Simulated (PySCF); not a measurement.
Molecule: `C=C(C)c1ccc(F)s1`, C$_{7}$H$_{7}$FS.

Cartesian coordinates in Å; atom numbers follow the order of the lines, from 1:
```xyz
16

C    -1.6776    0.4174   -1.5940
C    -1.1177    0.3093   -0.3899
C    -1.8881    0.5904    0.8678
C     0.2656   -0.0890   -0.2190
C     0.9783   -0.1985    0.9433
C     2.3126   -0.6193    0.7640
C     2.5901   -0.8241   -0.5468
F     3.7540   -1.2296   -1.0575
S     1.2550   -0.5114   -1.5959
H    -2.7051    0.7117   -1.7132
H    -1.1256    0.2169   -2.4964
H    -1.4297    1.4097    1.4190
H    -1.8990   -0.2885    1.5100
H    -2.9123    0.8612    0.6288
H     0.5684    0.0176    1.9124
H     3.0234   -0.7648    1.5561
```

Frames of a GFN2-xTB Langevin trajectory at 200 K; GIAO PBE0/pcSseg-1 shieldings in PySCF 2.14.0 with density-fitted response routines, gas phase, non-relativistic; equivalent atoms averaged within each frame.

Chemical shifts δ = σref − σ; 13C (186.93 ppm) and 1H (31.72 ppm) vs TMS; 19F (170.95 ppm) vs CFCl3; 33S (503.73 ppm) against CS2, all at this level. The references are static minima.

How do the shifts (ppm) fluctuate along the trajectory?

## Answers


```csv
time (fs),C7,C2,C4,C5,C1,C6,C3,F8,S9,H15
250,175.7,146.3,140.7,122.1,119.2,109.0,28.3,-132.8,187,6.99
425,178.1,143.3,133.1,121.2,115.0,111.5,21.4,-131.6,167,6.09
625,182.0,145.5,145.1,124.4,118.6,110.7,25.4,-114.6,175,6.09
800,182.2,138.8,155.4,132.9,114.2,118.8,17.4,-120.5,180,7.88
1000,174.0,147.3,148.3,127.7,118.0,115.4,23.9,-140.2,200,7.60
mean of frames,178.4,144.2,144.5,125.6,117.0,113.1,23.3,-127.9,182,6.93
standard deviation,3.7,3.4,8.4,4.7,2.3,4.0,4.2,10.2,13,0.83
```

5 frames give an uncertainty of the mean of about the standard deviation over 2.2 at best, since frames this close in time may not be independent; classical motion lacks zero-point vibration, and the reference would need the same averaging.
